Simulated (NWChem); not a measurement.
System: ReF6, doublet; SMILES [F][Re]([F])([F])([F])([F])[F]

Parts of the log:

```
             Northwest Computational Chemistry Package (NWChem) 7.3.0
             --------------------------------------------------------

 CI  symmetry detected

                             Geometry "geometry" -> ""
                             -------------------------

 Output coordinates in angstroms (scale by  1.889725989 to convert to a.u.)

  No.       Tag          Charge          X              Y              Z
 ---- ---------------- ---------- -------------- -------------- --------------
    1 Re                  75.0000     0.00000000     0.00000000     0.00000000
    2 F                    9.0000    -1.32154303    -0.78609464     1.00397007
    3 F                    9.0000     1.32154303     0.78609464    -1.00397007
    4 F                    9.0000    -1.31371757     0.79832708    -1.00454164
    5 F                    9.0000     0.00665526     1.49031415     1.06767307
    6 F                    9.0000    -0.00665526    -1.49031415    -1.06767307
    7 F                    9.0000     1.31371757    -0.79832708     1.00454164

 Effective nuclear repulsion energy (a.u.)    1400.9805308486

      Symmetry information
      --------------------

 Group name             Ci
 Group number              3
 Group order               2
 No. of unique centers     4

                                 NWChem DFT Module
                                 -----------------

 Summary of "ao basis" -> "ao basis" (spherical)
 ------------------------------------------------------------------------------
       Tag                 Description            Shells   Functions and Types
 ---------------- ------------------------------  ------  ---------------------
 Re                         def2-svp                12       32   6s3p2d1f
 F                          def2-svp                 6       14   3s2p1d

      Symmetry analysis of basis
      --------------------------

        ag         58
        au         58

            General Information
            -------------------
          SCF calculation type: DFT
          Wavefunction type:  spin polarized.
          No. of atoms     :     7
          No. of electrons :    69
           Alpha electrons :    35
            Beta electrons :    34
          Charge           :     0
          Spin multiplicity:     2
          Use of symmetry is: on ; symmetry adaption is: on
          Maximum number of iterations: 150
          AO basis - number of functions:   116
                     number of shells:    48
          Convergence on energy requested:  1.00D-06
          Convergence on density requested:  1.00D-05
          Convergence on gradient requested:  5.00D-04

              XC Information
              --------------
                       MN15-L Method XC Functional
                        MN15-L Exchange Functional  1.000
                      MN15-L Correlation Potential  1.000

             Grid Information
             ----------------
          Grid used for XC integration:  medium
          Radial quadrature: Mura-Knowles
          Angular quadrature: Lebedev.
          Tag              B.-S. Rad. Rad. Pts. Rad. Cut. Ang. Pts.
          ---              ---------- --------- --------- ---------
          Re                  1.35      123           7.0       590
          F                   0.50       49           8.0       434
          Grid pruning is: on
          Number of quadrature shells:   270
          Spatial weights used:  Erf1

      Superposition of Atomic Density Guess
      -------------------------------------

 Sum of atomic energies:        -681.56434082

      Non-variational initial energy
      ------------------------------

 Total energy =    -673.136328
 1-e energy   =   -1897.685034
 2-e energy   =     757.735606
 HOMO         =      -0.062081
 LUMO         =      -0.058119

   Symmetry analysis of molecular orbitals - initial alpha
   -------------------------------------------------------

  Numbering of irreducible representations:

     1 ag          2 au

  Orbital symmetries:

     1 ag          2 au          3 ag          4 ag          5 au
     6 au          7 ag          8 au          9 au         10 au
    11 ag         12 ag         13 ag         14 au         15 au
    16 au         17 ag         18 ag         19 ag         20 ag
    21 ag         22 ag         23 au         24 au         25 au
    26 au         27 au         28 au         29 au         30 au
    31 au         32 ag         33 ag         34 ag         35 ag
    36 ag         37 ag         38 ag         39 au         40 au
    41 au         42 ag         43 ag         44 ag         45 ag

   Symmetry analysis of molecular orbitals - initial beta
   ------------------------------------------------------

  Numbering of irreducible representations:

     1 ag          2 au

  Orbital symmetries:

     1 ag          2 au          3 ag          4 ag          5 au
     6 au          7 ag          8 au          9 au         10 au
    11 ag         12 ag         13 ag         14 au         15 au
    16 au         17 ag         18 ag         19 ag         20 ag
    21 ag         22 ag         23 au         24 au         25 au
    26 au         27 au         28 au         29 au         30 au
    31 au         32 ag         33 ag         34 ag         35 ag
    36 ag         37 ag         38 ag         39 au         40 au
    41 au         42 ag         43 ag         44 ag         45 ag

     ---------------------------------------------
      Total Density - Mulliken Population Analysis
     ---------------------------------------------

    Atom       Charge   Shell Charges
 -----------   ------   -------------------------------------------------------
    1 Re  15    11.17   0.05 -0.37  1.81  0.57  0.14  0.06  5.54  0.59  0.12  2.13  0.35  0.19
    2 F    9     9.64   1.99  1.15  0.81  3.53  2.16  0.00
    3 F    9     9.64   1.99  1.15  0.81  3.53  2.16  0.00
    4 F    9     9.64   1.99  1.15  0.81  3.53  2.16  0.00
    5 F    9     9.64   1.99  1.15  0.80  3.53  2.16  0.00
    6 F    9     9.64   1.99  1.15  0.80  3.53  2.16  0.00
    7 F    9     9.64   1.99  1.15  0.81  3.53  2.16  0.00

     --------------------------------------------
      Spin Density - Mulliken Population Analysis
     --------------------------------------------

    Atom       Charge   Shell Charges
 -----------   ------   -------------------------------------------------------
    1 Re  15     0.88   0.00 -0.00  0.00 -0.00  0.00  0.00  0.00  0.00  0.00  0.81  0.07  0.00
    2 F    9     0.02   0.00  0.00 -0.00  0.02 -0.00  0.00
    3 F    9     0.02   0.00  0.00 -0.00  0.02 -0.00  0.00
    4 F    9     0.02   0.00  0.00 -0.00  0.02 -0.00  0.00
    5 F    9     0.02   0.00  0.00 -0.00  0.02 -0.00  0.00
    6 F    9     0.02   0.00  0.00 -0.00  0.02 -0.00  0.00
    7 F    9     0.02   0.00  0.00 -0.00  0.02 -0.00  0.00

[...]
```

Level: MN15-L/def2-SVP with def2 effective core potentials on Re, spin-unrestricted. In the optimisation the excess spin sits in ag (Ci, its own frame). All runs use the structure optimised with PBE0/def2-SVP, spin-unrestricted. No frequency run checked for a minimum. No stability test was run on the SCF state. def2 effective core potentials on Re; no spin-orbit coupling.

Task: Write an input that gives this output.

Result: This is not unique; one that fits is the input that was run:
```
start job
memory heap 200 mb stack 900 mb global 1100 mb
geometry units angstroms noautoz
  Re     0.000000     0.000000     0.000000
  F     -1.317683    -0.829371     0.973772
  F      1.317683     0.829371    -0.973772
  F     -1.317606     0.829004    -0.974141
  F     -0.000390     1.449399     1.122608
  F      0.000390    -1.449399    -1.122608
  F      1.317606    -0.829004     0.974141
end
basis spherical
  Re library def2-svp
  F library def2-svp
end
ecp
  Re library def2-ecp
end
dft
  odft
  mult 2
  xc mn15-l
  iterations 150
  mulliken
end
task dft energy
```
